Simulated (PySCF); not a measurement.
# Radial density of Nb(35+) (niobium, charge +35)

UHF, [He] 2s2 2p2, high-spin 3P determinant. All numbers are calculated (PySCF 2.14, scalar relativity by spin-free X2C-1e, in an uncontracted even-tempered set (19 s from 13 bohr⁻², ratio 2.2; 12 p from 16 bohr⁻², ratio 2.2; 6 d from 65 bohr⁻², ratio 2.4; 5 f from 97 bohr⁻², ratio 2.4; 4 g from 150 bohr⁻², ratio 2.4)).

```tsv
r (bohr)	4πr²ρ (e/bohr)	4πr²(ρα − ρβ)
0.0317	44.70	2.4504
0.0534	26.75	7.8989
0.0898	26.79	14.6447
0.151	24.45	10.6451
0.254	4.317	1.5995
0.427	0.04850	0.0169
```

Densities and radii are taken from the X2C orbitals without a picture-change correction, which distorts them close to the nucleus.

Spin-orbit coupling is strong in this species (close to jj coupling), so the high-spin LS determinant is a model state, not a physical level.
